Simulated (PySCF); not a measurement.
## Relaxation of singlet [RbH2]-

These are results of PySCF, PBE0, basis Rb def2-TZVPD with ECP28, H def2-TZVPD (scalar-relativistic core potentials, no spin–orbit coupling, density fitting), not measurements. A (50,194) grid was used.

A hand-made linear start, of D∞h symmetry, held to at least that symmetry:

```xyz
3
charge -1 multiplicity 1, angstrom
Rb    0.0000    0.0000    0.0000
H     0.0000    0.0000    2.4200
H     0.0000    0.0000   -2.4200
```

Question: What forces act on the atoms at the start (eV/Å)?

Answer: 
| atom | Fx | Fy | Fz |
| --- | --- | --- | --- |
| Rb1 | 0.00 | 0.00 | 0.00 |
| H2 | 0.00 | 0.00 | 0.70 |
| H3 | 0.00 | 0.00 | -0.70 |

Question: What does it relax to?

Answer: It ends at D∞h with Rb–H 2.686 Å (×2); H–Rb–H 180.0°. A frequency run shows a minimum. Other isomers or separated fragments may lie lower.

Question: How much energy is released, and in how many steps?

Answer: 15.9 kJ/mol in 5 steps.

The relaxation took 18 s on 2 threads of a shared Intel Xeon @ 2.50GHz (Skylake/Cascade Lake) host, with 51 basis functions and 6 gradients; the process peaked at 0.35 GiB. Launch command: `OMP_NUM_THREADS=2 python axn.py task.json out`.
